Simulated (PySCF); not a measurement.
H₄S₂Sn, singlet, geometry from GFN2-xTB (such geometries of metal compounds can be far from the true shape) (core potentials on Sn); DF-HF/def2-QZVPPD (PySCF).

The PySCF input:
```python
from pyscf import gto, scf

mol = gto.Mole()
mol.atom = '''
    Sn    0.55132921   -0.02335892    0.00630474
    S    -0.77574362    1.93936746    0.44227553
    S    -0.92668535   -1.86723834   -0.46174369
    H     1.52857598   -0.29249003    1.37825308
    H     1.57889819    0.16083144   -1.34271749
    H    -1.64245583    1.70615025   -0.53348017
    H    -1.79261523   -1.56061191    0.49419834
'''
mol.basis = 'def2-qzvppd'
mol.ecp = {'Sn': 'def2-qzvppd'}
mol.verbose = 4
mol.max_memory = 1800
mol.build()

mf = scf.RHF(mol)
mf = mf.density_fit(auxbasis='def2-universal-jkfit')
mf.kernel()
```

Output, abridged:

```
PySCF version 2.14.0

[INPUT] verbose = 4
[INPUT] num. atoms = 7
[INPUT] num. electrons = 58
[INPUT] charge = 0
[INPUT] spin (= nelec alpha-beta = 2S) = 0
[INPUT] symmetry False subgroup None
[INPUT] Mole.unit = angstrom
[INPUT] Symbol           X                Y                Z      unit          X                Y                Z       unit  Magmom
[INPUT]  1 Sn     0.551329210000  -0.023358920000   0.006304740000 AA    1.041861211373  -0.044141961366   0.011914231887 Bohr   0.0
[INPUT]  2 S     -0.775743620000   1.939367460000   0.442275530000 AA   -1.465942984679   3.664873354293   0.835779623297 Bohr   0.0
[INPUT]  3 S     -0.926685350000  -1.867238340000  -0.461743690000 AA   -1.751181515147  -3.528569071887  -0.872569113846 Bohr   0.0
[INPUT]  4 H      1.528575980000  -0.292490030000   1.378253080000 AA    2.888589962789  -0.552726050866   2.604520851538 Bohr   0.0
[INPUT]  5 H      1.578898190000   0.160831440000  -1.342717490000 AA    2.983685157671   0.303927373819  -2.537368318763 Bohr   0.0
[INPUT]  6 H     -1.642455830000   1.706150250000  -0.533480170000 AA   -3.103791690395   3.224156699858  -1.008131414186 Bohr   0.0
[INPUT]  7 H     -1.792615230000  -1.560611910000   0.494198340000 AA   -3.387551831424  -2.949129096634   0.933899513815 Bohr   0.0

nuclear repulsion = 239.357628952675
number of shells = 118
number of NR pGTOs = 529
number of NR cGTOs = 378
basis = def2-qzvppd
ecp = {'Sn': 'def2-qzvppd'}

******** <class 'pyscf.df.df_jk.DFRHF'> ********
method = DFRHF
initial guess = minao
damping factor = 0
level_shift factor = 0
DIIS = <class 'pyscf.scf.diis.CDIIS'>
diis_start_cycle = 1
diis_space = 8
diis_damp = 0
SCF conv_tol = 1e-09
SCF conv_tol_grad = None
SCF max_cycles = 50
direct_scf = False
Set gradient conv threshold to 3.16228e-05
Initial guess from minao.
******** <class 'pyscf.df.df.DF'> ********
auxbasis = def2-universal-jkfit
init E= -973.517895424472
  HOMO = -0.574801504158299  LUMO = -0.387785920527808  gap/eV = 5.08895
cycle= 1 E= -1009.98994504538  delta_E= -36.5  |g|= 2.48  |ddm|= 35.2
  HOMO = -0.260914605276325  LUMO = 0.0190924030158649  gap/eV = 7.61938
cycle= 2 E= -1010.53298102644  delta_E= -0.543  |g|= 1.48  |ddm|= 3.95
  HOMO = -0.367298243681971  LUMO = 0.0297343110992776  gap/eV = 10.80381
cycle= 3 E= -1010.83334395887  delta_E= -0.3  |g|= 0.119  |ddm|= 1.47
  HOMO = -0.374597997285032  LUMO = 0.0306819175995302  gap/eV = 11.02823
cycle= 4 E= -1010.83679461578  delta_E= -0.00345  |g|= 0.0328  |ddm|= 0.18
  HOMO = -0.375018811188569  LUMO = 0.0304369414055334  gap/eV = 11.03301
cycle= 5 E= -1010.83718697073  delta_E= -0.000392  |g|= 0.0139  |ddm|= 0.0367
  HOMO = -0.374689604048029  LUMO = 0.030583845790356  gap/eV = 11.02805
cycle= 6 E= -1010.83727911091  delta_E= -9.21e-05  |g|= 0.00313  |ddm|= 0.0192
  HOMO = -0.374916946254657  LUMO = 0.0305929298018025  gap/eV = 11.03449
cycle= 7 E= -1010.83728609466  delta_E= -6.98e-06  |g|= 0.000843  |ddm|= 0.00546
  HOMO = -0.374840798414153  LUMO = 0.0305926348330078  gap/eV = 11.03241
cycle= 8 E= -1010.83728663316  delta_E= -5.39e-07  |g|= 0.000257  |ddm|= 0.0015
  HOMO = -0.374844234229166  LUMO = 0.0305940744128627  gap/eV = 11.03254
cycle= 9 E= -1010.83728669105  delta_E= -5.79e-08  |g|= 6.72e-05  |ddm|= 0.000516
  HOMO = -0.374838387827303  LUMO = 0.03059411018897  gap/eV = 11.03238
cycle= 10 E= -1010.83728669649  delta_E= -5.45e-09  |g|= 2.1e-05  |ddm|= 0.000156
  HOMO = -0.374837579088341  LUMO = 0.030594209165762  gap/eV = 11.03236
cycle= 11 E= -1010.83728669709  delta_E= -5.96e-10  |g|= 5.84e-06  |ddm|= 5.72e-05
  HOMO = -0.374836867785349  LUMO = 0.0305942050620602  gap/eV = 11.03234
Extra cycle  E= -1010.83728669712  delta_E= -3.14e-11  |g|= 2.91e-06  |ddm|= 1.01e-05
converged SCF energy = -1010.83728669712
```
